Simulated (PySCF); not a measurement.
# Two-component Hartree-Fock for In¹⁵⁺ (indium, charge +15)

Start: [Ar] 3d10 4s2 4p4; 4p1/2 filled at m_j = -1/2, +1/2; 4p3/2 filled at m_j = +1/2, +3/2. Calculated with PySCF 2.14 in an uncontracted even-tempered set (18 s from 0.75 bohr⁻², ratio 2.8; 14 p from 0.97 bohr⁻², ratio 2.8; 9 d from 1.7 bohr⁻², ratio 2.8; 4 f from 6.3 bohr⁻², ratio 3): generalised Hartree-Fock with the X2C-1e Hamiltonian and a Gaussian nucleus; spin-orbit coupling (SO) screened by Boettger's factors.

| spinor shell | electrons | ε, screened SO (eV) | weight of nominal j (screened SO) | rms radius, screened SO (bohr) |
| --- | --- | --- | --- | --- |
| 1s1/2 | 2 | -28450.6 | 1.000 | 0.0340 |
| 2s1/2 | 2 | -4663.7 | 1.000 | 0.139 |
| 2p1/2 | 2 | -4364.4 | 1.000 | 0.120 |
| 2p3/2 | 4 | -4150.4 | 1.000 | 0.125 |
| 3s1/2 | 2 | -1207.5 | 1.000 | 0.369 |
| 3p1/2 | 2 | -1086.0 | 1.000 | 0.362 |
| 3d3/2 | 4 | -831.83 | 0.997 | 0.346 |
| 3d5/2 | 6 | -823.28 | 0.998 | 0.349 |
| 4s1/2 | 2 | -450.32 | 1.000 | 0.819 |
| 4p1/2 | 2 | -405.39 | 0.925 | 0.847 |
| 4p3/2 | 2 | -397.10 | 0.938 | 0.865 |

(1) Where does 3p3/2 lie, and what is the 3p spin-orbit splitting (screened SO)?

| quantity | screened SO |
| --- | --- |
| E (hartree) | -5796.66493 |
| M_J | 2 |
| ⟨J²⟩ | 6.009 |
| ⟨L²⟩ | 2.789 |
| ⟨S²⟩ | 1.626 |

Each row is a mean over spinors that exchange with the open shell spreads, by up to 11.459 eV (4s1/2).

Breit and QED terms are absent; they matter most for the inner s and p1/2 levels.

Densities and radii are taken from the X2C orbitals without a picture-change correction, which distorts them close to the nucleus.

Answers

(1) At -1044.4 eV, 41.562 eV above 3p1/2.
